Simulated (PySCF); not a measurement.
How exact exchange moves a shielding

Molecule: `C#C[C@@H]([SiH3])CCl`, C₄H₇ClSi.

Geometry:
```
atom   x (Å)   y (Å)   z (Å)
  C1   1.549  -1.182  -1.241
  C2   0.549  -1.767  -0.885
  C3  -0.668  -2.464  -0.504
 Si4  -2.171  -1.288  -0.733
  C5  -0.798  -3.762  -1.302
 Cl6  -2.305  -4.631  -0.896
  H7   2.437  -0.661  -1.548
  H8  -0.627  -2.714   0.572
  H9  -1.767   0.066  -0.257
 H10  -3.345  -1.756   0.056
 H11  -2.510  -1.236  -2.186
 H12   0.038  -4.442  -1.092
 H13  -0.820  -3.556  -2.381
```

GIAO shieldings (ppm, equivalent atoms averaged) in PySCF 2.14 on the PBE0-D3(BJ)/def2-SVP geometry, basis pcSseg-1, gas phase, non-relativistic:

| functional | exact exchange (%) | σ(C3) | σ(Si4) | σ(Cl6) |
| --- | --- | --- | --- | --- |
| BLYP | 0 | 153.2 | 381.0 | 795.8 |
| BP86 | 0 | 158.6 | 389.9 | 809.8 |
| PBE | 0 | 158.9 | 391.4 | 809.3 |
| B3LYP | 20 | 159.5 | 392.4 | 825.8 |
| PBE0 | 25 | 166.1 | 405.3 | 844.7 |
| mPW1PW91 | 25 | 165.3 | 403.3 | 843.1 |
| HF | 100 | 178.9 | 440.6 | 918.6 |

Problem. Fit each shielding as a line in the percentage of exact exchange.

Solution. σ(C3) = 157.5 + 0.22 x (rms 2.5 ppm); σ(Si4) = 387.6 + 0.54 x (rms 4.2 ppm); σ(Cl6) = 807.6 + 1.14 x (rms 6.5 ppm). The functionals also differ in their semilocal parts, which the line can't hold; Hartree–Fock has no correlation at all.

Problem. What does the line predict for BHandHLYP (50 %), and what does the run give?

Solution. σ(C3): 168.5 predicted, 167.2 computed; σ(Si4): 414.6 predicted, 409.7 computed; σ(Cl6): 864.6 predicted, 863.8 computed ppm.
